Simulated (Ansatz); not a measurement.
One change: `BB(C)BCl` becomes `BB(C)C[SiH3]`.

Ansatz, PBE0-D4/def2-TZVP geometries, multiplicity 1. Each molecule was computed in one conformer, which needn't be the lowest.

```json
{"property": "HOMO–LUMO gap (PBE0/def2-TZVPP) / eV", "`BB(C)BCl`": "5.36"}
{"property": "size of the dipole moment (ωB97M-V/def2-TZVPP) / D", "`BB(C)BCl`": "1.18"}
{"property": "HOMO energy (B3LYP/def2-TZVPP) / eV", "`BB(C)BCl`": "-7.31"}
{"property": "LUMO energy (PBE/def2-TZVPP) / eV", "`BB(C)BCl`": "-3.04"}
{"property": "HOMO energy (PBE0/def2-TZVPP) / eV", "`BB(C)BCl`": "-7.49"}
{"property": "HOMO–LUMO gap (ωB97M-V/def2-TZVPP) / eV", "`BB(C)BCl`": "9.47"}
```

What does the change do to each property? (Estimate.)

The calculation gave: 
```
                                          property  `BB(C)C[SiH3]`  shift
              HOMO–LUMO gap (PBE0/def2-TZVPP) / eV            6.21   0.85
size of the dipole moment (ωB97M-V/def2-TZVPP) / D            0.77  -0.41
               HOMO energy (B3LYP/def2-TZVPP) / eV           -7.59  -0.28
                 LUMO energy (PBE/def2-TZVPP) / eV           -2.56   0.48
                HOMO energy (PBE0/def2-TZVPP) / eV           -7.76  -0.27
           HOMO–LUMO gap (ωB97M-V/def2-TZVPP) / eV           10.35   0.88
```

With PBE0 the HOMO falls by 0.27 eV and the LUMO rises by 0.57 eV, so the gap widens by about 0.84 eV. PBE moves the HOMO by -0.23 eV and ωB97M-V by -0.34 eV. Dipoles are sizes alone; their direction can turn.

B3LYP here is the variant with VWN-RPA as its local correlation; programs differ in this.
